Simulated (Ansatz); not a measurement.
Geometry optimisation, RKS PBE-D4/def2-SVP in Ansatz.

The input (input.yaml):

```yaml
crystal:
  periodic: [false, false, false]
  atoms:
    - { symbol: "N", position_ang: [-0.2195, 0.6567, 2.0012] }
    - { symbol: C, position_ang: [-0.3695, -0.1618, 0.8278] }
    - { symbol: O, position_ang: [0.3789, 0.4154, -0.2097] }
    - { symbol: Si, position_ang: [0.5615, -0.3741, -1.6544] }
    - { symbol: Cl, position_ang: [-1.2505, 0.0285, -2.6555] }
    - { symbol: H, position_ang: [-0.592, 1.6409, 1.7033] }
    - { symbol: H, position_ang: [0.75, 0.8303, 2.1913] }
    - { symbol: H, position_ang: [0.0439, -1.1388, 1.0894] }
    - { symbol: H, position_ang: [-1.4154, -0.2219, 0.5769] }
    - { symbol: H, position_ang: [1.6249, 0.1173, -2.4384] }
    - { symbol: H, position_ang: [0.5531, -1.8494, -1.4115] }
basis:
  gaussian: { orbitals: def2-SVP }
hamiltonian:
  xc: pbe
  dispersion: d4
relax:
  f_tol: 0.02
  max_steps: 50
```

Command:

```bash
$ ansatz run input.yaml --threads 2 --pin off --max-ram 3072MiB --backend cpu --events-out ev --progress --plain --runs-dir out
```

Problem. Where does it end, and by what steps?

Solution. It converged. After 9 steps the energy has fallen by 0.407 eV; H11 moved furthest, 0.32 Å.

```
step  energy less start (eV)  largest force component (eV/Å)  accepted
   0                  0.0000                           2.479       yes
   1                 -0.3368                           0.953       yes
   2                 -0.3843                           0.497       yes
   3                 -0.3969                           0.189       yes
   4                 -0.4039                           0.101       yes
   5                 -0.4034                           0.124        no
   6                 -0.4059                           0.035       yes
   7                 -0.4062                           0.056       yes
   8                 -0.4064                           0.032       yes
   9                 -0.4066                           0.003       yes
```

```xyz
11
Properties=species:S:1:pos:R:3
N -0.256 0.754 2.009
C -0.372 -0.105 0.886
O 0.524 0.264 -0.199
Si 0.520 -0.429 -1.712
Cl -1.333 -0.153 -2.638
H -0.485 1.723 1.756
H 0.701 0.751 2.380
H -0.138 -1.149 1.194
H -1.416 -0.077 0.505
H 1.571 0.277 -2.505
H 0.749 -1.914 -1.656
```

Whether the end is a true minimum wasn't checked by a vibrational analysis.

Run time: 18 s on 2 threads of Intel(R) Xeon(R) Platinum 8488C (Sapphire Rapids) (shared host), peak memory 0.2 GiB.
